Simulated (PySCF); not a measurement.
MgHBr, SMILES [MgH][Br]. Atoms are numbered in the order given.

```xyz
3

Mg     0.0000     0.0000     1.6767
H      0.0000     0.0000     3.3576
Br     0.0000     0.0000    -0.6708
```

Geometry optimised at B3LYP-D3(BJ)/def2-TZVP.

These are IEF-PCM-B3LYP/def2-TZVPD in PySCF values and carry that method's errors.

The values are the electrostatic part of the solvation free energy, E(continuum) − E(gas) at the gas-phase geometry, in a cavity of scaled van der Waals radii (PySCF's table); cavitation and dispersion terms are not included. A continuum can't describe solvent molecules that bind to the metal. In vacuum the orbital gap is 6.54 eV. The dipole moment in vacuum is 1.56 D.

Computed values in water (ε = 78.36), n-hexane (ε = 1.88), ethylethanoate (ε = 5.99):
```
solvent             ε  ΔG(elec) (kcal/mol)  dipole (D)  gap (eV)
--------------  -----  -------------------  ----------  --------
water           78.36                -13.2        2.07      7.00
n-hexane         1.88                 -4.5        1.75      6.77
ethylethanoate   5.99                -10.0        1.95      6.92
```
